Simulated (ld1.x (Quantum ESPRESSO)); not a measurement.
How hard is this Kr RRKJ potential?

* Element: krypton
* Generator: ld1.x (Quantum ESPRESSO) 7.5
* Type: norm-conserving RRKJ (Kleinman–Bylander form)
* Functional: LDA (PZ)
* Relativity: non-relativistic
* Frozen core: [Ar] 3d10
* Valence charge: 8
* Reference configuration: 4s2 4p5 (charge +1)
* Partial waves: 4s (bound): rc 1.40 bohr; 4p (bound): rc 1.60 bohr; 4d channel at 0.45 Ry: rc 1.50 bohr
* Local potential: all-electron potential smoothed inside 1.25 bohr (lloc = -1)
* Core correction: Bessel-smoothed model core, default radius (core density twice the valence density)
* rho0: 0.005

The pseudo-atom Hamiltonian at the reference potential is diagonalised in spherical Bessel functions j_l(qr) that vanish at 20 bohr, with q² up to the cutoff. All-electron valence levels (Ry): 4s -2.4388, 4p -1.4481.

Question: How do the lowest levels (Ry) of each channel move with the cutoff, and are there ghosts?

Answer:

```json
{"cutoff (Ry)": "8", "s #1": "-2.2554", "s #2": "-0.4180", "p #1": "-1.3838", "p #2": "-0.2444", "d #1": "-0.2670", "f #1": "-0.0454", "Σ f·Δε (mRy)": "688.4"}
{"cutoff (Ry)": "12", "s #1": "-2.3229", "s #2": "-0.4204", "p #1": "-1.3953", "p #2": "-0.2470", "d #1": "-0.2772", "f #1": "-0.0455", "Σ f·Δε (mRy)": "496.4"}
{"cutoff (Ry)": "18", "s #1": "-2.3942", "s #2": "-0.4231", "p #1": "-1.4030", "p #2": "-0.2474", "d #1": "-0.2802", "f #1": "-0.0455", "Σ f·Δε (mRy)": "315.2"}
{"cutoff (Ry)": "21", "s #1": "-2.4110", "s #2": "-0.4234", "p #1": "-1.4106", "p #2": "-0.2480", "d #1": "-0.2806", "f #1": "-0.0455", "Σ f·Δε (mRy)": "243.6"}
{"cutoff (Ry)": "30", "s #1": "-2.4294", "s #2": "-0.4238", "p #1": "-1.4338", "p #2": "-0.2501", "d #1": "-0.2813", "f #1": "-0.0455", "Σ f·Δε (mRy)": "90.8"}
{"cutoff (Ry)": "40", "s #1": "-2.4315", "s #2": "-0.4507", "p #1": "-1.4443", "p #2": "-0.2511", "d #1": "-0.2820", "f #1": "-0.0455", "Σ f·Δε (mRy)": "33.9"}
{"cutoff (Ry)": "50", "s #1": "-2.4328", "s #2": "-0.7701", "p #1": "-1.4476", "p #2": "-0.2514", "d #1": "-0.2825", "f #1": "-0.0455", "Σ f·Δε (mRy)": "14.7"}
{"cutoff (Ry)": "60", "s #1": "-2.4353", "s #2": "-0.9533", "p #1": "-1.4480", "p #2": "-0.2515", "d #1": "-0.2826", "f #1": "-0.0455", "Σ f·Δε (mRy)": "7.6"}
{"cutoff (Ry)": "70", "s #1": "-2.4374", "s #2": "-1.0372", "p #1": "-1.4480", "p #2": "-0.2515", "d #1": "-0.2826", "f #1": "-0.0455", "Σ f·Δε (mRy)": "3.3"}
{"cutoff (Ry)": "90", "s #1": "-2.4388", "s #2": "-1.0766", "p #1": "-1.4481", "p #2": "-0.2515", "d #1": "-0.2827", "f #1": "-0.0455", "Σ f·Δε (mRy)": "0.4"}
{"cutoff (Ry)": "110", "s #1": "-2.4389", "s #2": "-1.0795", "p #1": "-1.4481", "p #2": "-0.2515", "d #1": "-0.2827", "f #1": "-0.0455", "Σ f·Δε (mRy)": "0.2"}
{"cutoff (Ry)": "400", "s #1": "-2.4389", "s #2": "-1.0796", "p #1": "-1.4481", "p #2": "-0.2515", "d #1": "-0.2827", "f #1": "-0.0455", "Σ f·Δε (mRy)": "0.0"}
```

Result: no extra level below or beside the all-electron valence levels (s, p, d, f tested); 10 mRy is reached at 60 Ry and 1 mRy at 90 Ry.
